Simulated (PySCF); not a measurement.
## S²⁺: ionisation energy

S²⁺ [Ne] 3s2 3p2 (3P) → S³⁺ [Ne] 3s2 3p1 (2P), as a difference of total energies. All numbers are calculated (PySCF 2.14, the spin-free X2C one-electron Hamiltonian (Gaussian nucleus), in x2c-QZVPPall with one added diffuse shell each of s, p, d, f type (10s7p5d3f1g, 86 functions)). Correlated levels: valence and next inner shell: 1s2 frozen. The calculations carry no spin-orbit coupling.

| method | ionisation energy (eV) |
| --- | --- |
| UHF | 34.150 |
| MP2 (valence and next inner shell) | 34.700 |
| SCS-MP2 (valence and next inner shell) | 34.599 |
| CCSD (valence and next inner shell) | 34.724 |
| CCSD(T) (valence and next inner shell) | 34.759 |

**Question.** How much does correlation contribute at CCSD(T) (valence and next inner shell)?

**Answer.** 34.759 − (34.150) = 0.609 eV, measured against UHF.

The reference lies between the lowest fine-structure levels, while these numbers refer to the centres of the terms.

Errors of the correlated levels include the incompleteness of this basis and the frozen core.

For comparison: 34.86 ± 0.04 eV (semi-empirical (NIST evaluation); NIST Atomic Spectra Database, ionization energies).
